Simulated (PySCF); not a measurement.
C₃H₃N₂, SMILES C1[N]C=CN=1, multiplicity 2. Atoms are numbered in the order given.

```xyz
8

C      0.0000    -0.7422    -0.8789
C      0.0000     0.7422    -0.8789
N      0.0000     1.1737     0.3748
C      0.0000     0.0000     1.0987
N      0.0000    -1.1737     0.3748
H      0.0000    -1.4211    -1.7461
H      0.0000     1.4211    -1.7461
H      0.0000     0.0000     2.2000
```
Charge 0, spin multiplicity 2.

Geometry optimised at PBE-D3(BJ)/def2-SVP. The isomer is the one that the SMILES or the coordinates give; other isomers of the formula were not compared.

All values below come from PBE/def2-TZVP in PySCF.

Isolated molecule, no solvent.

| Item | Result |
|---|---|
| total energy | -225.37181 hartree |
| point group | C2v |
| α spin, highest occupied and lowest empty level | -6.53 and -0.83 eV |
| β spin, highest occupied and lowest empty level | -6.67 and -5.37 eV |
| dipole moment | 1.60 D |
| quadrupole, principal values (traceless, Buckingham form, about the centre of nuclear charge) | -8.49, -0.97, 9.46 D·Å |
| mean static polarisability | 43.8 bohr³ (6.50 Å³) |
| polarisability, principal values | 27.6, 48.4, 55.6 bohr³ |
| ⟨S²⟩ | 0.760 (pure state 0.75) |
